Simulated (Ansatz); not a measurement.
Reaction (formal hydrolysis of a C–Al bond): `FBC[CH2][AlH2]` + H₂O → `OCCBF` + `[AlH3]`

Isolated molecules relaxed with PBE0-D4/def2-TZVP in Ansatz; ΔE leaves out vibrations. CCSD(T)/CBS is the MP2 limit (def2-TZVPP, def2-QZVPP) plus CCSD(T) − MP2 in def2-TZVPP, frozen cores. This one scheme is used for every species. DFT in def2-TZVPP. B3LYP here is the variant with VWN-RPA as its local correlation; programs differ in this. One conformer a species, not always the lowest.

```
         species  B3LYP energy (Eh)
`FBC[CH2][AlH2]`         -447.70262
             H₂O          -76.46667
         `OCCBF`         -279.91465
        `[AlH3]`         -244.23308
```

**Question.** Work out ΔE.

**Answer.** ΔE = (-279.91465) + (-244.23308) − (-447.70262) − (-76.46667) = 0.02156 Eh = +56.6 kJ/mol. CCSD(T)/CBS gives +72.0 kJ/mol.

Largest T1 diagnostic among the species: 0.012.

In def2-TZVPP, CCSD(T) changes the Hartree–Fock value by +30.4 kJ/mol (the triples alone add +4.1 kJ/mol) and MP2 by +41.1 kJ/mol. The D4 term adds +4.1 kJ/mol with B3LYP and +2.3 kJ/mol with PBE0; it sums over pairs of atoms, weighted by their polarisabilities, and B3LYP, whose exchange is more repulsive, gets the larger term.
